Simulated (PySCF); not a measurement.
CH₂N, SMILES C=[N], multiplicity 2.

Geometry: PBE0-D3(BJ)/def2-TZVPD. The isomer is the one that the SMILES or the coordinates give; other isomers of the formula were not compared.

All values below come from TDA-PBE0/def2-TZVPD run with PySCF.

Vertical excitations. Isolated molecule, no solvent.

Computed lowest excited states:
```tsv
state	energy (eV)	λ (nm)	f	main pairs
root 1	4.17	298	0.000	α HOMO→LUMO 40 %, β HOMO→LUMO 59 %
root 2	4.69	264	0.005	β HOMO−1→LUMO 98 %
root 3	4.78	260	0.000	α HOMO→LUMO 60 %, β HOMO→LUMO 40 %
root 4	5.46	227	0.000	α HOMO−1→LUMO 48 %, β HOMO→LUMO+1 49 %
root 5	6.68	185	0.001	α HOMO−2→LUMO 32 %, β HOMO−1→LUMO+1 66 %
root 6	6.88	180	0.015	α HOMO→LUMO+1 98 %
root 7	8.24	150	0.008	α HOMO−1→LUMO 13 %, β HOMO−2→LUMO 68 %, β HOMO→LUMO+1 13 %
root 8	8.25	150	0.007	α HOMO−2→LUMO 66 %, β HOMO−1→LUMO+1 32 %
root 9	8.32	149	0.026	α HOMO→LUMO+2 98 %
root 10	8.48	146	0.028	α HOMO→LUMO+3 92 %
```
Unrestricted roots are not spin-pure.
